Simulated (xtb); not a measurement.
SSn, singlet, geometry from GFN2-xTB (such geometries of metal compounds can be far from the true shape), atoms displaced at random by about 0.06 Å a coordinate; GFN2-xTB run with xtb.

The xtb input:
```
$ xtb mol.xyz --gfn 2 --chrg 0 --uhf 0 --ohess --json

# file mol.xyz
2

Sn    -0.04366146    -0.03633467    -0.42777074
S     -0.07213193     0.01086387     1.63873099
```

What the program printed (banner, timings and long lists left out):

```
   ID    Z sym.   atoms
    1   50 Sn     1
    2   16 S      2

           -------------------------------------------------
          |                Calculation Setup                |
           -------------------------------------------------

           -------------------------------------------------
          |                 G F N 2 - x T B                 |
           -------------------------------------------------

          ...................................................
          :                      SETUP                      :
          :.................................................:
          :  # basis functions                  20          :
          :  # atomic orbitals                  18          :
          :  # shells                            6          :
          :  # electrons                        10          :
          :  max. iterations                   250          :
          :  Hamiltonian                  GFN2-xTB          :
          :  restarted?                      false          :
          :  GBSA solvation                  false          :
          :  PC potential                    false          :
          :  electronic temp.          300.0000000     K    :
          :  accuracy                    1.0000000          :
          :  -> integral cutoff          0.2500000E+02      :
          :  -> integral neglect         0.1000000E-07      :
          :  -> SCF convergence          0.1000000E-05 Eh   :
          :  -> wf. convergence          0.1000000E-03 e    :
          :  Broyden damping             0.4000000          :
          :  net charge                          0          :
          :  unpaired electrons                  0          :
          ...................................................

 iter      E             dE          RMSdq      gap      omega  full diag
   1     -4.9708455 -0.497085E+01  0.572E+01    2.34       0.0  T
   2     -4.9818717 -0.110262E-01  0.275E+01    5.77       1.0  T
   3     -5.4170425 -0.435171E+00  0.320E+01    3.15       1.0  T
   4     -5.3938584  0.231841E-01  0.274E+01    3.77       1.0  T
   5     -5.4023109 -0.845247E-02  0.500E+00    3.91       1.0  T
   6     -5.4275873 -0.252764E-01  0.175E+00    3.64       1.0  T
   7     -5.4302267 -0.263943E-02  0.592E-01    3.58       1.0  T
   8     -5.4307275 -0.500836E-03  0.184E-01    3.53       1.0  T
   9     -5.4307272  0.362777E-06  0.622E-02    3.54       1.1  T
  10     -5.4307279 -0.707979E-06  0.115E-02    3.54       6.2  T
  11     -5.4307280 -0.976811E-07  0.886E-03    3.54       8.0  T
  12     -5.4307280 -0.445500E-07  0.991E-04    3.54      71.4  T
  13     -5.4307280 -0.100560E-10  0.439E-04    3.54     160.9  T

   *** convergence criteria satisfied after 13 iterations ***

         :::::::::::::::::::::::::::::::::::::::::::::::::::::
         ::                     SUMMARY                     ::
         :::::::::::::::::::::::::::::::::::::::::::::::::::::
         :: total energy              -5.395904729620 Eh    ::
         :: gradient norm              0.173215906241 Eh/a0 ::
         :: HOMO-LUMO gap              3.536188385632 eV    ::
         ::.................................................::
         :: SCC energy                -5.430728019660 Eh    ::
         :: -> isotropic ES            0.000948289424 Eh    ::
         :: -> anisotropic ES          0.004496785307 Eh    ::
         :: -> anisotropic XC         -0.002825740969 Eh    ::
         :: -> dispersion             -0.001125652330 Eh    ::
         :: repulsion energy           0.034823290040 Eh    ::
         :: add. restraining           0.000000000000 Eh    ::
         :: total charge               0.000000000000 e     ::
         :::::::::::::::::::::::::::::::::::::::::::::::::::::

      -----------------------------------------------------------
     |                   =====================                   |
     |                        A N C O P T                        |
     |                   =====================                   |
     |               Approximate Normal Coordinate               |
     |                Rational Function Optimizer                |
      -----------------------------------------------------------
      -----------------------------------------------------------
     |                   =====================                   |
     |                        A N C O P T                        |
     |                   =====================                   |
     |               Approximate Normal Coordinate               |
     |                Rational Function Optimizer                |
      -----------------------------------------------------------

          ...................................................
          :                      SETUP                      :
          :.................................................:
          :   optimization level            normal          :
          :   max. optcycles                   200          :
          :   ANC micro-cycles                  20          :
          :   degrees of freedom                 1          :
          :.................................................:
          :   RF solver                   davidson          :
          :   write xtbopt.log                true          :
          :   linear (good luck)              true          :
          :   energy convergence         0.5000000E-05 Eh   :
          :   grad. convergence          0.1000000E-02 Eh/α :
          :   maxmium RF displ.          1.0000000          :
          :   Hlow (freq-cutoff)         0.1000000E-01      :
          :   Hmax (freq-cutoff)         5.0000000          :
          :   S6 in model hess.         20.0000000          :
          ...................................................

generating ANC from exact Hessian ...
Using Lindh-Hessian (1995)
 Shifting diagonal of input Hessian by    0.0000000000000000
[...]
 * total energy  :    -5.3959047 Eh     change       -0.2369163E-09 Eh
 * total energy  :    -5.4003821 Eh     change       -0.4477390E-02 Eh
 * total energy  :    -5.4097883 Eh     change       -0.9406197E-02 Eh
 * total energy  :    -5.4113230 Eh     change       -0.1534731E-02 Eh
 * total energy  :    -5.4121755 Eh     change       -0.8524962E-03 Eh
 * total energy  :    -5.4122070 Eh     change       -0.3150117E-04 Eh
 * total energy  :    -5.4122073 Eh     change       -0.2638726E-06 Eh
   *** GEOMETRY OPTIMIZATION CONVERGED AFTER 7 ITERATIONS ***
         :: total energy              -5.412207309018 Eh    ::
[...]
        14                          0.0437582               1.1907
        15                          0.0566429               1.5413
        16                          0.0699235               1.9027
       ...                                ...                  ...
        18                          0.4634868              12.6121
      -------------------------------------------------------------
                  HL-Gap            0.1042937 Eh            2.8380 eV
             Fermi-level           -0.3222832 Eh           -8.7698 eV

     #   Z          covCN         q      C6AA      α(0)
     1  50 Sn       0.890     0.309   499.878    49.083
     2  16 S        0.890    -0.309   152.413    20.882

 Mol. C6AA /au·bohr⁶  :       1191.232579
 Mol. C8AA /au·bohr⁸  :     112468.297802
 Mol. α(0) /au        :         69.964668

Wiberg/Mayer (AO) data.
largest (>0.10) Wiberg bond orders for each atom

 ---------------------------------------------------------------------------
     #   Z sym  total        # sym  WBO       # sym  WBO       # sym  WBO
 ---------------------------------------------------------------------------
     1  50 Sn   2.417 --     2 S    2.417
     2  16 S    2.417 --     1 Sn   2.417
 ---------------------------------------------------------------------------

Topologies differ in total number of bonds
Writing topology from bond orders to xtbtopo.mol

molecular dipole:
                 x           y           z       tot (Debye)
 q only:        0.018      -0.030      -1.304
   full:        0.042      -0.069      -3.026       7.693
molecular quadrupole (traceless):
Molecule has the following symmetry elements: (Cinf) (sigma)
It seems to be the Cinfv point group
                xx          xy          yy          xz          yz          zz
 q only:        1.487       0.004       1.495       0.245      -0.004      -2.983
  q+dip:        1.510       0.008       1.530       0.488       0.124      -3.040
   full:        4.517       0.011       4.535       0.612      -0.082      -9.052

           -------------------------------------------------
          |               Frequency Printout                |
           -------------------------------------------------
 vibrational frequencies (cm⁻¹)
eigval :        0.00     0.00     0.00     0.00     0.00   509.82
 reduced masses (amu)
   1: 50.49   2: 50.49   3:100.28   4:100.28   5:100.28   6: 50.49
 IR intensities (km·mol⁻¹)
   1: 19.89   2: 19.89   3:  0.00   4:  0.00   5:  0.00   6: 61.63
 Raman intensities (Ä⁴*amu⁻¹)
   1:  0.00   2:  0.00   3:  0.00   4:  0.00   5:  0.00   6:  0.00
 output can be read by thermo (or use thermo option).
 writing <g98.out> molden fake output.
 recommended (thermochemical) frequency scaling factor: 1.0
           -------------------------------------------------
          |             Thermodynamic Functions             |
           -------------------------------------------------

cin symmetry found (for desy threshold:  0.10E+00) used in thermo

          ...................................................
          :                      SETUP                      :
          :.................................................:
          :  # frequencies                           1      :
          :  # imaginary freq.                       0      :
          :  linear?                              true      :
          :  only rotor calc.                    false      :
          :  symmetry                              cin      :
          :  rotational number                       1      :
          :  scaling factor                  1.0000000      :
          :  rotor cutoff                   50.0000000 cm⁻¹ :
          :  imag. cutoff                  -20.0000000 cm⁻¹ :
          :.................................................:

    mode    ω/cm⁻¹     T·S(HO)/kcal·mol⁻¹    T·S(FR)/kcal·mol⁻¹   T·S(vib)
   ------------------------------------------------------------------------
   ------------------------------------------------------------------------

   temp. (K)  partition function   enthalpy   heat capacity  entropy
                                   cal/mol     cal/K/mol   cal/K/mol   J/K/mol
 298.15  VIB   1.09                  136.137      1.228      0.634
         ROT  0.155E+04              592.502      1.987     16.580
         INT  0.169E+04              728.639      3.216     17.214
         TR   0.179E+28             1481.254      4.968     40.923
         TOT                        2209.8926     8.1837    58.1371   243.2454

       T/K    H(0)-H(T)+PV         H(T)/Eh          T*S/Eh         G(T)/Eh
   ------------------------------------------------------------------------
    298.15    0.352169E-02    0.468314E-02    0.276228E-01   -0.229396E-01
   ------------------------------------------------------------------------

         :::::::::::::::::::::::::::::::::::::::::::::::::::::
         ::                  THERMODYNAMIC                  ::
         :::::::::::::::::::::::::::::::::::::::::::::::::::::
         :: total free energy          -5.435146957326 Eh   ::
         ::.................................................::
         :: total energy               -5.412207309018 Eh   ::
         :: zero point energy           0.001161455347 Eh   ::
         :: G(RRHO) w/o ZPVE           -0.024101103655 Eh   ::
         :: G(RRHO) contrib.           -0.022939648308 Eh   ::
         :::::::::::::::::::::::::::::::::::::::::::::::::::::

optimized geometry written to: xtbopt.xyz

           -------------------------------------------------
          | TOTAL ENERGY               -5.412207309018 Eh   |
          | TOTAL ENTHALPY             -5.407524165573 Eh   |
          | TOTAL FREE ENERGY          -5.435146957326 Eh   |
          | GRADIENT NORM               0.000323027625 Eh/α |
          | HOMO-LUMO GAP               2.837975897162 eV   |
           -------------------------------------------------

normal termination of xtb
```
